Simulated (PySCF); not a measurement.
**Removal energies of Er⁴⁰⁺ from EOM-IP-GCCSD**

Reference: closed-shell Er⁴⁰⁺, [Ar] 3d10; one electron is removed. Calculated with PySCF 2.14, two-component X2C-1e with screened spin-orbit coupling, an even-tempered Gaussian basis (18 s from 2.9 bohr⁻², ratio 2.6; 15 p from 3.8 bohr⁻², ratio 2.6; 10 d from 3.8 bohr⁻², ratio 2.6; 5 f from 3.9 bohr⁻², ratio 2.8); frozen [Ar]; the 98 highest virtual spinors dropped; of the others 70 kept and the rest restored at second order. No Breit or QED terms. Binding energies in eV.

```csv
level,Koopmans,second order,EOM-CCSD
3d3/2,3207.7,3206.9,3207.0
3d5/2,3162.5,3161.9,3161.9
```

For comparison, the ionisation energy of Er⁴⁰⁺ is 3157 ± 4 eV (theoretical estimate listed by NIST; NIST Atomic Spectra Database, ionization energies).
